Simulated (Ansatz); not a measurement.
FH8NSi3 (`F[SiH2]N([SiH3])[SiH3]`), 13 atoms. Total charge 0; spin multiplicity 1. All runs use 4 threads of a server CPU on a shared host. Correlated methods freeze the cores.

Q: Give the basis size and wall time and peak host memory of each of these runs in Ansatz. direct RPA on PBE orbitals/def2-TZVPP energy; RKS B2PLYP (frozen core)/def2-TZVPP energy; RKS ωB97M-V/def2-SVP energy; RKS ωB97X-V/def2-TZVPP energy; RKS PBE0-D4/def2-TZVP relaxation (40 steps); RKS PBE0-D4/def2-QZVPP energy; RKS BHLYP-D4/def2-TZVPP energy; RKS ωB97M-V/def2-QZVPP energy; RKS PBE0-D4/def2-TZVP frequencies; RKS PBE0-D4/def2-SVP energy; RHF-MP2/def2-QZVPP energy; RHF-CCSD(T)/def2-TZVPP energy. (Best estimate.)

A: Computed: Other jobs shared the machine, so times are rough.

| level | job | functions | wall time | peak host memory (GiB) |
| --- | --- | --- | --- | --- |
| RKS PBE0-D4/def2-SVP | energy | 122 | 2 s | 0.29 |
| RKS BHLYP-D4/def2-TZVPP | energy | 300 | 5.5 s | 1 |
| RKS ωB97M-V/def2-SVP | energy | 122 | 7 s | 0.44 |
| RKS B2PLYP (frozen core)/def2-TZVPP | energy | 300 | 8.5 s | 0.94 |
| direct RPA on PBE orbitals/def2-TZVPP | energy | 300 | 8.5 s | 0.85 |
| RKS ωB97X-V/def2-TZVPP | energy | 300 | 12 s | 1.2 |
| RKS PBE0-D4/def2-QZVPP | energy | 564 | 16 s | 2.8 |
| RKS ωB97M-V/def2-QZVPP | energy | 564 | 32 s | 3 |
| RHF-MP2/def2-QZVPP | energy | 564 | 40 s | 4.3 |
| RKS PBE0-D4/def2-TZVP | relaxation (40 steps) | 221 | 3.3 min | 0.76 |
| RHF-CCSD(T)/def2-TZVPP | energy | 300 | 3.8 min | 9.3 |
| RKS PBE0-D4/def2-TZVP | frequencies | 221 | 4.8 min | 0.74 |
